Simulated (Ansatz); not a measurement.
A run for Ansatz (an electronic-structure program): R-wB97M-V/def2-TZVPP on CH4ClFSi (SMILES C[SiH](F)Cl).

Ansatz 0.2 input:
```yaml
crystal:
  periodic: [false, false, false]
  atoms:
    - {symbol: Si, position_ang: [-0.81578206, 0.16554202, 0.10572242]}
    - {symbol: F, position_ang: [-1.36209862, -0.57461244, 1.41459775]}
    - {symbol: C, position_ang: [1.00942468, -0.08918744, -0.02877721]}
    - {symbol: Cl, position_ang: [-1.77126163, -0.65915888, -1.51877396]}
    - {symbol: H, position_ang: [-1.22109812, 1.57735471, 0.19757759]}
    - {symbol: H, position_ang: [1.39800452, 0.40644090, -0.92026927]}
    - {symbol: H, position_ang: [1.24704632, -1.15201098, -0.09566323]}
    - {symbol: H, position_ang: [1.51586491, 0.32563211, 0.84548592]}
basis:
  gaussian:
    orbitals: def2-TZVPP
hamiltonian:
  xc: {name: wB97M-V}
scf: {lower_state_search: off}
```

The log:

```
WARN ansatz: RAYON_NUM_THREADS=4 ignored (pool sized by the plan → 4); use --threads N
Functional definition: wB97M-V
these checks for a lower state are left out or cut short: stability, starts, cluster_reference, orbital_swaps, neighbouring_geometries, increment
integrals: 0.17 GiB planned
1173 factors; their error is unknown
integrals: 0.20 GiB planned
242 factors; integrals over basis functions are off by at most 2.4e-5 eV
mean field: 1.38 GiB planned
mean field evaluation 1: about -24219.0827 eV, gradient 4.5e1 eV
mean field evaluation 2: about -24220.1573 eV, gradient 4.2e1 eV
mean field evaluation 4: about -24222.9068 eV, gradient 1.5e0 eV
mean field evaluation 8: about -24222.9184 eV, gradient 8.2e-2 eV
mean field evaluation 16: about -24222.9375 eV, gradient 3.3e-5 eV
mean field -24222.93746323 eV, -890.1765328768 hartree, gradient 8.5e-6 eV, S^2 0.000000; 0 other end points of the search recorded, 0 dependent functions left out
reference -24222.93750630 eV, -890.1765344598 hartree; 25, 25 occupied and 177, 177 virtual orbitals, 1173 factors
Total energy: -24222.93750630 eV, -890.1765344598 hartree
Checks for a lower state left out: stability, starts, cluster_reference, orbital_swaps, neighbouring_geometries, increment
```

The run converged.

Cost: very roughly 11 core-seconds.
